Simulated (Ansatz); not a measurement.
One change: `C=CCC=C` becomes `C=CCC[SiH3]`.

Ansatz, PBE0-D4/def2-TZVP geometries, multiplicity 1. Each molecule was computed in one conformer, which needn't be the lowest.

```json
{"property": "HOMO energy (PBE/def2-TZVPP) / eV", "`C=CCC=C`": "-6.28"}
{"property": "HOMO–LUMO gap (PBE/def2-TZVPP) / eV", "`C=CCC=C`": "5.11"}
{"property": "size of the dipole moment (ωB97M-V/def2-TZVPP) / D", "`C=CCC=C`": "0.12"}
{"property": "HOMO–LUMO gap (PBE0/def2-TZVPP) / eV", "`C=CCC=C`": "7.22"}
{"property": "LUMO energy (B3LYP/def2-TZVPP) / eV", "`C=CCC=C`": "-0.39"}
{"property": "size of the dipole moment (PBE/def2-TZVPP) / D", "`C=CCC=C`": "0.13"}
```

Question: Give the same properties after the change, and the shifts. (Best estimate.)

Answer: Ansatz gave: 
```tsv
property	`C=CCC[SiH3]`	shift
HOMO energy (PBE/def2-TZVPP) / eV	-6.38	-0.10
HOMO–LUMO gap (PBE/def2-TZVPP) / eV	5.51	0.40
size of the dipole moment (ωB97M-V/def2-TZVPP) / D	0.96	0.84
HOMO–LUMO gap (PBE0/def2-TZVPP) / eV	7.63	0.41
LUMO energy (B3LYP/def2-TZVPP) / eV	-0.11	0.28
size of the dipole moment (PBE/def2-TZVPP) / D	1.02	0.89
```

With PBE0 the HOMO falls by 0.12 eV and the LUMO rises by 0.30 eV, so the gap widens by about 0.42 eV. PBE moves the HOMO by -0.10 eV and ωB97M-V by -0.13 eV. Dipoles are sizes alone; their direction can turn.

B3LYP here is the variant with VWN-RPA as its local correlation; programs differ in this.
